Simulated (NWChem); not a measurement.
System: sulfur tetrafluoride (SF4); SMILES FS(F)(F)F

The following NWChem deck was run.

```
start job
memory heap 200 mb stack 900 mb global 1100 mb
geometry units angstroms
  F      1.220545     0.000000     0.616808
  S      0.000000     0.000000    -0.387794
  F      0.000000    -1.654169    -0.275546
  F      0.000000     1.654169    -0.275546
  F     -1.220545     0.000000     0.616808
end
basis spherical
  * library def2-svp
end
dft
  xc becke88 lyp
  iterations 150
end
driver
  maxiter 120
end
task dft optimize
task dft freq
```

Output (shortened):

```
             Northwest Computational Chemistry Package (NWChem) 7.3.0
             --------------------------------------------------------

 C2V symmetry detected

                             Geometry "geometry" -> ""
                             -------------------------

 Output coordinates in angstroms (scale by  1.889725989 to convert to a.u.)

  No.       Tag          Charge          X              Y              Z
 ---- ---------------- ---------- -------------- -------------- --------------
    1 F                    9.0000     1.22054500     0.00000000     0.61800008
    2 S                   16.0000     0.00000000     0.00000000    -0.38660192
    3 F                    9.0000     0.00000000    -1.65416900    -0.27435392
    4 F                    9.0000     0.00000000     1.65416900    -0.27435392
    5 F                    9.0000    -1.22054500     0.00000000     0.61800008

 Effective nuclear repulsion energy (a.u.)     295.3507469767

      Symmetry information
      --------------------

 Group name             C2v
 Group number             16
 Group order               4
 No. of unique centers     3

                                Z-matrix (autoz)
                                --------

 Units are Angstrom for bonds and degrees for angles

      Type          Name      I     J     K     L     M      Value
      ----------- --------  ----- ----- ----- ----- ----- ----------
    1 Stretch                  1     2                       1.58081
    2 Stretch                  2     3                       1.65797
    3 Stretch                  2     4                       1.65797
    4 Stretch                  2     5                       1.58081
    5 Bend                     1     2     3                87.53412
    6 Bend                     1     2     4                87.53412
    7 Bend                     1     2     5               101.08601
    8 Bend                     3     2     4               172.23599
    9 Bend                     3     2     5                87.53412
   10 Bend                     4     2     5                87.53412

                           NWChem Geometry Optimization
                           ----------------------------

[...]

      ----------------------
      Optimization converged
      ----------------------

  Step       Energy      Delta E   Gmax     Grms     Xrms     Xmax
  ---- ---------------- -------- -------- -------- -------- --------
@    4    -797.00955561 -2.3D-07  0.00008  0.00004  0.00072  0.00123
                                     ok       ok       ok       ok

                                Z-matrix (autoz)
                                --------

 Units are Angstrom for bonds and degrees for angles

      Type          Name      I     J     K     L     M      Value     Gradient
      ----------- --------  ----- ----- ----- ----- ----- ---------- ----------
    1 Stretch                  1     2                       1.62499    0.00008
    2 Stretch                  2     3                       1.70299    0.00001
    3 Stretch                  2     4                       1.70299    0.00001
    4 Stretch                  2     5                       1.62499    0.00008
    5 Bend                     1     2     3                88.02821   -0.00000
    6 Bend                     1     2     4                88.02821   -0.00000
    7 Bend                     1     2     5               100.79201    0.00004
    8 Bend                     3     2     4               173.81199   -0.00002
    9 Bend                     3     2     5                88.02821   -0.00000
   10 Bend                     4     2     5                88.02821   -0.00000

                         Geometry "geometry" -> "geometry"
                         ---------------------------------

 Output coordinates in angstroms (scale by  1.889725989 to convert to a.u.)

[...]

 Rotational Constants
 --------------------
 A=   0.201538 cm-1  (  0.289962 K)
 B=   0.125840 cm-1  (  0.181052 K)
 C=   0.099493 cm-1  (  0.143145 K)

 Temperature                      =   298.15K
 frequency scaling parameter      =   1.0000

 Zero-Point correction to Energy  =    6.661 kcal/mol  (  0.010615 au)
 Thermal correction to Energy     =    9.877 kcal/mol  (  0.015740 au)
 Thermal correction to Enthalpy   =   10.469 kcal/mol  (  0.016683 au)

 Total Entropy                    =   71.984 cal/mol-K
   - Translational                =   39.929 cal/mol-K (mol. weight = 107.9657)
   - Rotational                   =   24.573 cal/mol-K (symmetry #  =        2)
   - Vibrational                  =    7.482 cal/mol-K

 Cv (constant volume heat capacity) =   16.907 cal/mol-K
   - Translational                  =    2.979 cal/mol-K
   - Rotational                     =    2.979 cal/mol-K
   - Vibrational                    =   10.948 cal/mol-K

[normal modes left out]

 ----------------------------------------------------------------------------
 Normal Eigenvalue ||           Projected Infra Red Intensities
  Mode   [cm**-1]  || [atomic units] [(debye/angs)**2] [(KM/mol)] [arbitrary]
 ------ ---------- || -------------- ----------------- ---------- -----------
    1       -0.000 ||    0.000426           0.010         0.416       0.081
    2       -0.000 ||    0.000003           0.000         0.003       0.001
    3       -0.000 ||    0.000003           0.000         0.003       0.001
    4        0.000 ||    0.000274           0.006         0.267       0.052
    5        0.000 ||    0.000092           0.002         0.090       0.017
    6        0.000 ||    0.000068           0.002         0.066       0.013
    7      189.073 ||    0.000489           0.011         0.477       0.093
    8      297.022 ||    0.009849           0.227         9.602       1.870
    9      393.468 ||    0.000000           0.000         0.000       0.000
   10      447.847 ||    0.017293           0.399        16.858       3.283
   11      454.474 ||    0.001259           0.029         1.228       0.239
   12      536.957 ||    0.003657           0.084         3.565       0.694
   13      761.890 ||    0.498791          11.508       486.247      94.690
   14      778.110 ||    0.152321           3.514       148.490      28.916
   15      802.847 ||    0.105616           2.437       102.959      20.050
 ----------------------------------------------------------------------------
```

Level: BLYP/def2-SVP.
